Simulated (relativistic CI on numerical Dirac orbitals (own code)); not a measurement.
## What each ingredient does to the levels of Pd XXXIX

Base calculation: Dirac-Coulomb-Breit CI, KLI orbitals optimised for each configuration, a model potential for QED, unscaled Slater integrals.

Configuration list (outside the closed core 1s2): 2s2.2p4, 2s.2p5, 2p6, 2p5.3s, 2p5.3p, 2p5.3d, 2s2.2p3.3s, 2s2.2p3.3p, 2s2.2p3.3d, 2s.2p4.3s, 2s.2p4.3p, 2s.2p4.3d, 2s2.2p3.4s, 2s2.2p3.4p, 2s2.2p3.4d, 2s2.2p3.4f. Levels of other configurations are missing.

The lowest level and the first level of each name with at least 55 % of one term (blank where a level has no safe partner in the second run):

```csv
Level,Base (eV),Shift (eV)
2s2.2p4 3P_2,0.00,0.00
2s2.2p4 1S_0,29.78,
2s2.2p4 3P_1,161.90,-161.90
2s2.2p4 1D_2,177.11,-152.84
2s2.2p4 3P_0,350.05,
2s.2p5 3P°_2,373.78,-178.18
2s.2p5 3P°_1,414.98,-219.38
2s.2p5 3P°_0,542.25,-346.65
2s.2p5 1P°_1,573.04,-307.40
2p6 1S_0,820.36,-362.75
2s2.2p3.3p 3P_0,3273.46,-48.55
2s2.2p3.3s 3D°_3,3305.18,-110.03
2s2.2p3.3s 1D°_2,3310.10,-107.80
2s2.2p3.3s 3P°_0,3329.77,-116.79
2s2.2p3.3s 3P°_1,3331.30,-118.31
2s2.2p3.3p 3D_1,3388.47,-140.60
2s2.2p3.3p 3F_4,3413.82,-160.80
2s.2p4.3s 5P_3,3466.52,-144.02
2s.2p4.3s 3P_2,3482.80,
```

At this charge energies of transitions that change n are usually good to better than 1 %, and those within a shell (Δn = 0) to a few per cent.

Question: One thing was changed in a second run, which moved the levels as shown. Which?
A. QED terms removed
B. non-relativistic limit
C. configuration mixing switched off
D. Breit term removed

Answer: B. Non-relativistic limit. Without relativity the fine structure collapses and s electrons lose their extra binding.

LS names give the leading component of a level, which can be under half, so a name can repeat, a term be missing and a line seem to break the LS rules.
